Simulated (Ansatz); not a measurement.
These are PBE0-D3(BJ)/def2-SVP (Ansatz, a program for electronic structure) values and carry that method's errors. No frequencies were computed at this level.

Ansatz 0.2 input:
```yaml
crystal:
  periodic: [false, false, false]
  atoms:
    - { symbol: Ga, position_ang: [-0.117851, -0.056269, 0.423969] }
    - { symbol: C, position_ang: [-1.11422, -1.796361, -0.012275] }
    - { symbol: H, position_ang: [-0.471891, -2.54024, -0.49497] }
    - { symbol: H, position_ang: [-1.9802, -1.634826, -0.662589] }
    - { symbol: H, position_ang: [-1.494942, -2.261641, 0.899985] }
    - { symbol: C, position_ang: [1.813181, -0.181138, 1.067837] }
    - { symbol: H, position_ang: [2.336239, -1.046916, 0.650002] }
    - { symbol: H, position_ang: [1.86845, -0.273837, 2.155912] }
    - { symbol: H, position_ang: [2.38013, 0.71388, 0.79685] }
    - { symbol: C, position_ang: [-1.213022, 1.634793, 0.736901] }
    - { symbol: H, position_ang: [-0.62288, 2.532481, 0.534468] }
    - { symbol: H, position_ang: [-1.555482, 1.706659, 1.772625] }
    - { symbol: H, position_ang: [-2.105863, 1.67387, 0.105594] }
    - { symbol: O, position_ang: [0.403094, 0.41866, -1.710141] }
    - { symbol: H, position_ang: [-0.361426, 0.550735, -2.28049] }
    - { symbol: H, position_ang: [0.994877, -0.218926, -2.123177] }
basis:
  gaussian: { orbitals: def2-svp }
hamiltonian:
  xc: pbe0
  dispersion: d3bj
relax:
  max_steps: 150
```

Output:

```
[...]
these checks for a lower state are left out or cut short: starts, cluster_reference, orbital_swaps, neighbouring_geometries, increment
1563 factors; integrals over basis functions are off by at most 3.8e-4 eV
mean field -57692.39658086 eV, -2120.1564690356 hartree, gradient 5.3e-5 eV, S^2 0.000000; 0 other end points of the search recorded, 0 dependent functions left out
reference -57692.39661076 eV, -2120.1564701344 hartree; 34, 34 occupied and 109, 109 virtual orbitals, 1563 factors
relax step  10: F+E_penalty+E_count = -57692.66062435 eV  Δ(F+E_penalty+E_count) = -4.824e-4 eV  max|allowed force component| = 1.150e-1 eV/Å  Δτ_max = 0.0381 Å  (24 SCF iters, accepted)
these checks for a lower state are left out or cut short: starts, cluster_reference, orbital_swaps, neighbouring_geometries, increment
1563 factors; integrals over basis functions are off by at most 3.8e-4 eV
mean field evaluation 64: about -57692.3965 eV, gradient 2.5e-5 eV
mean field -57692.39649208 eV, -2120.1564657730 hartree, gradient 5.8e-5 eV, S^2 0.000000; 0 other end points of the search recorded, 0 dependent functions left out
reference -57692.39652197 eV, -2120.1564668715 hartree; 34, 34 occupied and 109, 109 virtual orbitals, 1563 factors
relax step  11: F+E_penalty+E_count = -57692.66062029 eV  Δ(F+E_penalty+E_count) = +4.064e-6 eV  max|allowed force component| = 2.456e-1 eV/Å  Δτ_max = 0.0843 Å  (25 SCF iters, rejected (line search))
these checks for a lower state are left out or cut short: starts, cluster_reference, orbital_swaps, neighbouring_geometries, increment
1563 factors; integrals over basis functions are off by at most 3.8e-4 eV
mean field -57692.39656161 eV, -2120.1564683284 hartree, gradient 5.6e-5 eV, S^2 0.000000; 0 other end points of the search recorded, 0 dependent functions left out
reference -57692.39659150 eV, -2120.1564694269 hartree; 34, 34 occupied and 109, 109 virtual orbitals, 1563 factors
relax step  12: F+E_penalty+E_count = -57692.66066254 eV  Δ(F+E_penalty+E_count) = -3.818e-5 eV  max|allowed force component| = 1.104e-1 eV/Å  Δτ_max = 0.0421 Å  (24 SCF iters, accepted)
these checks for a lower state are left out or cut short: starts, cluster_reference, orbital_swaps, neighbouring_geometries, increment
1563 factors; integrals over basis functions are off by at most 3.8e-4 eV
mean field -57692.39910112 eV, -2120.1565616536 hartree, gradient 6.4e-5 eV, S^2 0.000000; 0 other end points of the search recorded, 0 dependent functions left out
reference -57692.39913103 eV, -2120.1565627526 hartree; 34, 34 occupied and 109, 109 virtual orbitals, 1563 factors
relax step  13: F+E_penalty+E_count = -57692.66326011 eV  Δ(F+E_penalty+E_count) = -2.598e-3 eV  max|allowed force component| = 1.093e-2 eV/Å  Δτ_max = 0.0983 Å  (25 SCF iters, accepted)
these checks for a lower state are left out or cut short: starts, cluster_reference, orbital_swaps, neighbouring_geometries, increment
1563 factors; integrals over basis functions are off by at most 3.8e-4 eV
mean field -57692.38817623 eV, -2120.1561601714 hartree, gradient 1.4e-5 eV, S^2 0.000000; 0 other end points of the search recorded, 0 dependent functions left out
reference -57692.38820615 eV, -2120.1561612709 hartree; 34, 34 occupied and 109, 109 virtual orbitals, 1563 factors
relax step  14: F+E_penalty+E_count = -57692.65238410 eV  Δ(F+E_penalty+E_count) = +1.088e-2 eV  max|allowed force component| = 7.363e-1 eV/Å  Δτ_max = 0.1430 Å  (28 SCF iters, rejected (line search))
these checks for a lower state are left out or cut short: starts, cluster_reference, orbital_swaps, neighbouring_geometries, increment
1563 factors; integrals over basis functions are off by at most 3.8e-4 eV
mean field -57692.40044209 eV, -2120.1566109333 hartree, gradient 5.6e-5 eV, S^2 0.000000; 0 other end points of the search recorded, 0 dependent functions left out
reference -57692.40047199 eV, -2120.1566120321 hartree; 34, 34 occupied and 109, 109 virtual orbitals, 1563 factors
relax step  15: F+E_penalty+E_count = -57692.66462066 eV  Δ(F+E_penalty+E_count) = -1.361e-3 eV  max|allowed force component| = 1.591e-2 eV/Å  Δτ_max = 0.0715 Å  (25 SCF iters, accepted)
these checks for a lower state are left out or cut short: starts, cluster_reference, orbital_swaps, neighbouring_geometries, increment
1563 factors; integrals over basis functions are off by at most 3.8e-4 eV
mean field -57692.40109782 eV, -2120.1566350308 hartree, gradient 5.4e-5 eV, S^2 0.000000; 0 other end points of the search recorded, 0 dependent functions left out
reference -57692.40112772 eV, -2120.1566361296 hartree; 34, 34 occupied and 109, 109 virtual orbitals, 1563 factors
relax step  16: F+E_penalty+E_count = -57692.66532913 eV  Δ(F+E_penalty+E_count) = -7.085e-4 eV  max|allowed force component| = 1.707e-1 eV/Å  Δτ_max = 0.0738 Å  (24 SCF iters, accepted)
these checks for a lower state are left out or cut short: starts, cluster_reference, orbital_swaps, neighbouring_geometries, increment
1563 factors; integrals over basis functions are off by at most 3.8e-4 eV
mean field evaluation 96: about -57692.4025 eV, gradient 1.9e-5 eV
mean field -57692.40252656 eV, -2120.1566875362 hartree, gradient 5.7e-5 eV, S^2 0.000000; 0 other end points of the search recorded, 0 dependent functions left out
reference -57692.40255646 eV, -2120.1566886348 hartree; 34, 34 occupied and 109, 109 virtual orbitals, 1563 factors
relax step  17: F+E_penalty+E_count = -57692.66673645 eV  Δ(F+E_penalty+E_count) = -1.407e-3 eV  max|allowed force component| = 1.503e-1 eV/Å  Δτ_max = 0.0547 Å  (24 SCF iters, accepted)
these checks for a lower state are left out or cut short: starts, cluster_reference, orbital_swaps, neighbouring_geometries, increment
1563 factors; integrals over basis functions are off by at most 3.8e-4 eV
mean field -57692.40346012 eV, -2120.1567218438 hartree, gradient 5.5e-5 eV, S^2 0.000000; 0 other end points of the search recorded, 0 dependent functions left out
reference -57692.40348999 eV, -2120.1567229413 hartree; 34, 34 occupied and 109, 109 virtual orbitals, 1563 factors
relax step  18: F+E_penalty+E_count = -57692.66784456 eV  Δ(F+E_penalty+E_count) = -1.108e-3 eV  max|allowed force component| = 1.946e-1 eV/Å  Δτ_max = 0.0809 Å  (24 SCF iters, accepted)
these checks for a lower state are left out or cut short: starts, cluster_reference, orbital_swaps, neighbouring_geometries, increment
1563 factors; integrals over basis functions are off by at most 3.8e-4 eV
mean field -57692.40469045 eV, -2120.1567670578 hartree, gradient 5.5e-5 eV, S^2 0.000000; 0 other end points of the search recorded, 0 dependent functions left out
reference -57692.40472032 eV, -2120.1567681553 hartree; 34, 34 occupied and 109, 109 virtual orbitals, 1563 factors
relax step  19: F+E_penalty+E_count = -57692.66881800 eV  Δ(F+E_penalty+E_count) = -9.734e-4 eV  max|allowed force component| = 1.954e-1 eV/Å  Δτ_max = 0.0696 Å  (24 SCF iters, accepted)
these checks for a lower state are left out or cut short: starts, cluster_reference, orbital_swaps, neighbouring_geometries, increment
1563 factors; integrals over basis functions are off by at most 3.8e-4 eV
mean field -57692.40661159 eV, -2120.1568376584 hartree, gradient 5.5e-5 eV, S^2 0.000000; 0 other end points of the search recorded, 0 dependent functions left out
reference -57692.40664147 eV, -2120.1568387562 hartree; 34, 34 occupied and 109, 109 virtual orbitals, 1563 factors
relax step  20: F+E_penalty+E_count = -57692.67096855 eV  Δ(F+E_penalty+E_count) = -2.151e-3 eV  max|allowed force component| = 8.144e-3 eV/Å  Δτ_max = 0.0652 Å  (24 SCF iters, accepted)
these checks for a lower state are left out or cut short: starts, cluster_reference, orbital_swaps, neighbouring_geometries, increment
1563 factors; integrals over basis functions are off by at most 4.0e-4 eV
mean field -57692.40708059 eV, -2120.1568548936 hartree, gradient 5.5e-5 eV, S^2 0.000000; 0 other end points of the search recorded, 0 dependent functions left out
reference -57692.40711049 eV, -2120.1568559925 hartree; 34, 34 occupied and 109, 109 virtual orbitals, 1563 factors
relax step  21: F+E_penalty+E_count = -57692.67150820 eV  Δ(F+E_penalty+E_count) = -5.396e-4 eV  max|allowed force component| = 6.571e-2 eV/Å  Δτ_max = 0.0610 Å  (24 SCF iters, accepted)
these checks for a lower state are left out or cut short: starts, cluster_reference, orbital_swaps, neighbouring_geometries, increment
1563 factors; integrals over basis functions are off by at most 4.3e-4 eV
mean field -57692.40711411 eV, -2120.1568561255 hartree, gradient 5.6e-5 eV, S^2 0.000000; 0 other end points of the search recorded, 0 dependent functions left out
reference -57692.40714404 eV, -2120.1568572253 hartree; 34, 34 occupied and 109, 109 virtual orbitals, 1563 factors
relax step  22: F+E_penalty+E_count = -57692.67156698 eV  Δ(F+E_penalty+E_count) = -5.878e-5 eV  max|allowed force component| = 1.388e-1 eV/Å  Δτ_max = 0.0546 Å  (24 SCF iters, accepted)
these checks for a lower state are left out or cut short: starts, cluster_reference, orbital_swaps, neighbouring_geometries, increment
1563 factors; integrals over basis functions are off by at most 4.4e-4 eV
mean field evaluation 128: about -57692.4076 eV, gradient 8.2e-6 eV
mean field -57692.40756213 eV, -2120.1568725898 hartree, gradient 8.2e-6 eV, S^2 0.000000; 0 other end points of the search recorded, 0 dependent functions left out
reference -57692.40759205 eV, -2120.1568736896 hartree; 34, 34 occupied and 109, 109 virtual orbitals, 1563 factors
relax step  23: F+E_penalty+E_count = -57692.67201431 eV  Δ(F+E_penalty+E_count) = -4.473e-4 eV  max|allowed force component| = 2.521e-2 eV/Å  Δτ_max = 0.0073 Å  (23 SCF iters, accepted)
these checks for a lower state are left out or cut short: starts, cluster_reference, orbital_swaps, neighbouring_geometries, increment
1563 factors; integrals over basis functions are off by at most 4.5e-4 eV
mean field -57692.40766105 eV, -2120.1568762253 hartree, gradient 5.2e-5 eV, S^2 0.000000; 0 other end points of the search recorded, 0 dependent functions left out
reference -57692.40769099 eV, -2120.1568773254 hartree; 34, 34 occupied and 109, 109 virtual orbitals, 1563 factors
relax step  24: F+E_penalty+E_count = -57692.67210173 eV  Δ(F+E_penalty+E_count) = -8.743e-5 eV  max|allowed force component| = 1.797e-3 eV/Å  Δτ_max = 0.0160 Å  (25 SCF iters, accepted)
these checks for a lower state are left out or cut short: starts, cluster_reference, orbital_swaps, neighbouring_geometries, increment
1563 factors; integrals over basis functions are off by at most 4.7e-4 eV
mean field -57692.40772010 eV, -2120.1568783952 hartree, gradient 5.2e-5 eV, S^2 0.000000; 0 other end points of the search recorded, 0 dependent functions left out
reference -57692.40775004 eV, -2120.1568794956 hartree; 34, 34 occupied and 109, 109 virtual orbitals, 1563 factors
relax step  25: F+E_penalty+E_count = -57692.67215777 eV  Δ(F+E_penalty+E_count) = -5.604e-5 eV  max|allowed force component| = 2.097e-2 eV/Å  Δτ_max = 0.0284 Å  (24 SCF iters, accepted)
these checks for a lower state are left out or cut short: starts, cluster_reference, orbital_swaps, neighbouring_geometries, increment
1563 factors; integrals over basis functions are off by at most 4.8e-4 eV
mean field -57692.40774585 eV, -2120.1568793416 hartree, gradient 1.7e-5 eV, S^2 0.000000; 0 other end points of the search recorded, 0 dependent functions left out
reference -57692.40777580 eV, -2120.1568804422 hartree; 34, 34 occupied and 109, 109 virtual orbitals, 1563 factors
relax step  26: F+E_penalty+E_count = -57692.67217197 eV  Δ(F+E_penalty+E_count) = -1.419e-5 eV  max|allowed force component| = 9.476e-3 eV/Å  Δτ_max = 0.0116 Å  (22 SCF iters, accepted)
1563 factors; integrals over basis functions are off by at most 4.8e-4 eV
mean field evaluation 160: about -57692.4077 eV, gradient 4.5e-5 eV
mean field -57692.40774585 eV, -2120.1568793416 hartree, gradient 1.7e-5 eV, S^2 0.000000; 1 other end points of the search recorded, 0 dependent functions left out
reference -57692.40777580 eV, -2120.1568804422 hartree; 34, 34 occupied and 109, 109 virtual orbitals, 1563 factors
Total energy: -57692.67220191 eV, -2120.1665979226 hartree
Atom 0 at    -0.175116    -0.012649     0.358291 Å, force     0.000876     0.000098     0.005159 eV/Å
Atom 1 at    -1.162181    -1.702537    -0.013205 Å, force     0.001186     0.000277    -0.002340 eV/Å
Atom 2 at    -0.524712    -2.480403    -0.465935 Å, force    -0.000314     0.000432     0.000170 eV/Å
Atom 3 at    -2.038439    -1.547331    -0.664795 Å, force    -0.000567    -0.000408    -0.000068 eV/Å
Atom 4 at    -1.547867    -2.123377     0.930663 Å, force    -0.000235     0.000380     0.000732 eV/Å
Atom 5 at     1.728686    -0.167666     0.923563 Å, force     0.000062     0.000933    -0.001551 eV/Å
Atom 6 at     2.253673    -1.005982     0.435765 Å, force     0.000626    -0.000384     0.000174 eV/Å
Atom 7 at     1.780322    -0.354460     2.009483 Å, force    -0.000330    -0.000383     0.000098 eV/Å
Atom 8 at     2.301990     0.756591     0.740163 Å, force    -0.000214    -0.000646    -0.000036 eV/Å
Atom 9 at    -1.189969     1.624846     0.808134 Å, force    -0.000954    -0.000093    -0.001868 eV/Å
Atom 10 at    -0.578171     2.532369     0.686097 Å, force    -0.000002    -0.000493    -0.000124 eV/Å
Atom 11 at    -1.520913     1.592260     1.859675 Å, force     0.000339    -0.000336    -0.000204 eV/Å
Atom 12 at    -2.091856     1.730966     0.185104 Å, force    -0.000168     0.000571     0.000545 eV/Å
Atom 13 at     0.302924     0.390296    -1.776266 Å, force     0.007504    -0.008504    -0.008262 eV/Å
Atom 14 at    -0.043461    -0.351123    -2.289465 Å, force     0.001664     0.006842     0.005033 eV/Å
Atom 15 at     1.263283     0.339124    -1.866769 Å, force    -0.009476     0.001715     0.002542 eV/Å
Dipole moment:     0.281344    -0.148855    -0.627445 e Å
```

Cost: around 4 core-minutes (rough).
